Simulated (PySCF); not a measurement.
Molecule: `C[SiH](Cl)Cl`, CH₄Cl₂Si.

Atom-mapped SMILES (the numbers label the heavy atoms): `[CH3:1][SiH:2]([Cl:3])[Cl:4]` (H(Xn): hydrogen on atom n).

Geometry PBE0-D3(BJ)/def2-SVP throughout; GIAO in PySCF 2.14.0 with density-fitted response routines, gas phase, one conformer, non-relativistic; equivalent atoms averaged; basis pcSseg-2.

(1) How do the absolute shieldings σ depend on the functional? (ppm; last column core-seconds on shared hosts with different chips, so compare them loosely; the GGAs took longer than the global hybrids here, which isn't the general rule, and the cause wasn't traced)

(2) Which nucleus moves most, in ppm?

Answers

(1) 
```tsv
functional	kind	C1	Si2	Cl3/Cl4	H(Si2)	H(C1)	core-s
HF	Hartree–Fock	185.8	372.1	932.8	26.49	31.03	9.5
LDA	LDA	171.4	271.1	813.9	24.34	30.07	17
PBE	GGA	171.2	298.3	837.2	25.03	30.50	22
BLYP	GGA	166.5	286.9	829.5	25.34	30.70	22
BP86	GGA	171.0	297.0	838.0	25.09	30.55	21
OPBE	GGA	177.3	332.4	866.2	25.18	30.51	23
KT2	GGA	173.8	326.9	847.7	25.07	30.50	23
KT3	GGA	173.5	338.1	861.6	25.49	30.68	22
B97-D	GGA	171.4	315.7	851.8	25.46	30.72	21
B3LYP	global hybrid	171.4	302.9	854.5	25.57	30.72	16
PBE0	global hybrid	176.8	318.1	868.6	25.38	30.57	16
mPW1PW91	global hybrid	176.2	317.0	869.2	25.47	30.62	16
WP04	global hybrid	165.2	309.8	867.6	26.40	30.92	19
B97-2	global hybrid	176.4	326.6	874.3	25.60	30.69	18
BHandHLYP	global hybrid	177.3	327.3	886.1	25.92	30.78	18
CAM-B3LYP	range-separated hybrid	175.1	306.5	866.4	25.63	30.67	24
wB97X-D	range-separated hybrid	177.4	318.4	874.2	25.64	30.70	24
LC-wPBE	range-separated hybrid	181.8	322.4	892.3	25.73	30.66	27
```

(2) Cl3/Cl4 (chlorine bonded to Si): from 813.9 ppm with LDA to 932.8 ppm with HF. The smallest spread is 0.96 ppm, at H(C1). Proton shifts span only some 12 ppm, so a few tenths of a ppm matter as much there as several ppm in carbon.
